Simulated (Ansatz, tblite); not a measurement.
Species of one formula, CrN2O2H4 (singlet), each relaxed with B3LYP-D4/def2-SVP in Ansatz.

The xTB rows come from tblite.

Run but left out: HF/def2-SVP, MP2/def2-SVP, CCSD/def2-SVP, CCSD(T)/def2-SVP (flagged by the program: large difference); HF/def2-TZVP, MP2/def2-TZVP (A: restricted singlet, unstable towards broken spin symmetry); BHLYP-D4/def2-TZVP (A: restricted singlet, unstable in another Hartree–Fock run and untested here).

A: The restricted singlet is unstable towards broken spin symmetry in Hartree–Fock (as tested in another run); at PBE-D4/def2-SVP, PBE-D4/def2-TZVP, revPBE-D4/def2-TZVP, BLYP-D4/def2-TZVP and others this wasn't settled. B: The restricted singlet is unstable towards broken spin symmetry in Hartree–Fock (as tested in another run); at PBE-D4/def2-SVP, PBE-D4/def2-TZVP, revPBE-D4/def2-TZVP, BLYP-D4/def2-TZVP and others this wasn't settled.

Other spin states weren't relaxed.

A: Cr(NH)2(OH)2 (CrN2O2H4)

Cartesian coordinates in Å:
```
Cr -0.077 0.088 -0.023
N 0.787 -0.038 1.316
N 0.241 -1.135 -1.002
O 0.347 1.573 -0.886
O -1.782 0.065 0.447
H 1.502 -0.538 1.850
H 0.736 -2.016 -1.165
H 0.592 2.285 -0.275
H -2.346 -0.284 -0.261
```

B: CrO2(NH2)2 (CrN2O2H4)

```xyz
9

Cr   -0.2091   -0.3267    0.4807
N    -1.0567    1.0964   -0.2133
N     1.3195   -0.6857   -0.3909
O    -1.1423   -1.5546    0.3046
O     0.1633    0.0251    1.9460
H    -1.7535    1.0224   -0.9485
H    -0.9101    2.0450    0.1185
H     2.2175   -0.2974   -0.1182
H     1.3714   -1.3244   -1.1789
```

Question: Estimate which lies lowest at each level, and how far above it the others are (eV).

Answer: 
```json
{"level": "GFN1-xTB", "A": "0.69", "B": "0.00"}
{"level": "GFN2-xTB", "A": "0.88", "B": "0.00"}
{"level": "PBE-D4/def2-SVP", "A": "1.40", "B": "0.00"}
{"level": "PBE-D4/def2-TZVP", "A": "1.29", "B": "0.00"}
{"level": "revPBE-D4/def2-TZVP", "A": "1.31", "B": "0.00"}
{"level": "BLYP-D4/def2-TZVP", "A": "1.26", "B": "0.00"}
{"level": "r2SCAN-D4/def2-TZVP", "A": "1.29", "B": "0.00"}
{"level": "PBE0-D4/def2-SVP", "A": "1.25", "B": "0.00"}
{"level": "PBE0-D4/def2-TZVP", "A": "1.18", "B": "0.00"}
```
Point groups (tolerance 0.1 Å): A C2, B not assigned.
